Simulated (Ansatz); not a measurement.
`[SiH3][CH2][GeH2][PH2]`, relaxed with RKS PBE-D4/def2-SVP in the Gaussian-basis code of Ansatz from a rough embedded geometry. The force threshold is 0.03 eV/Å; the program also tests the step.

Charge 0, multiplicity 1.

Start:

```xyz
13

Si   -1.975    0.284    0.526
C    -0.447    0.391   -0.440
Ge    0.932   -0.530    0.541
P     2.919   -0.520   -0.675
H    -1.839    0.933    1.863
H    -3.109    1.010   -0.205
H    -2.418   -1.125    0.706
H    -0.593   -0.131   -1.433
H    -0.158    1.442   -0.624
H     0.543   -2.036    0.692
H     1.158    0.122    1.890
H     2.781    0.959   -0.935
H     2.206   -0.799   -1.907
```

Task: How much energy does the relaxation release, and in how many steps? (An estimate is asked.)

Result: Ansatz gave: 21.89 kJ/mol, in 4 steps.

Task: Which bonds change most? (Estimate.)

Result: Ansatz gave: Si1–C2 from 1.811 to 1.892 Å; P4–H12 from 1.509 to 1.442 Å; C2–Ge3 from 1.926 to 1.980 Å; Ge3–H11 from 1.515 to 1.555 Å.

Task: Give the relaxed structure. (Estimate.)

Result: Computed: 
```xyz
13

Si   -2.127    0.314    0.537
C    -0.494    0.378   -0.418
Ge    0.999   -0.551    0.491
P     3.017   -0.507   -0.711
H    -1.967    0.957    1.889
H    -3.225    1.033   -0.204
H    -2.550   -1.117    0.740
H    -0.625   -0.090   -1.416
H    -0.192    1.433   -0.587
H     0.621   -2.042    0.716
H     1.263    0.105    1.876
H     2.921    0.911   -0.958
H     2.361   -0.827   -1.955
```
